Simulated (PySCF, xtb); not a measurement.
Bi(H)(SiH3)2 (BiH₇Si₂), SMILES [SiH3][BiH][SiH3].

Harmonic wavenumbers (cm⁻¹) from GFN2-xTB (xtb 6.7.1) at its own minimum, in rising order: 62, 71, 95, 319, 320, 379, 389, 412, 447, 547, 553, 776, 810, 812, 819, 820, 830, 1704, 2244, 2254, 2259, 2264, 2296, 2307.

What does PBE-D3(BJ)/def2-SVP run with PySCF 2.14.0 give at its own minimum? (An estimate is asked for; the answer gives what the named calculation found.)

59, 69, 99, 268, 268, 370, 373, 444, 499, 554, 562, 799, 836, 901, 903, 905, 906, 1738, 2140, 2142, 2160, 2162, 2164, 2168. Paired by order, the mean absolute difference is 56 cm⁻¹ and the zero-point energies are 34.0 and 33.6 kcal/mol.
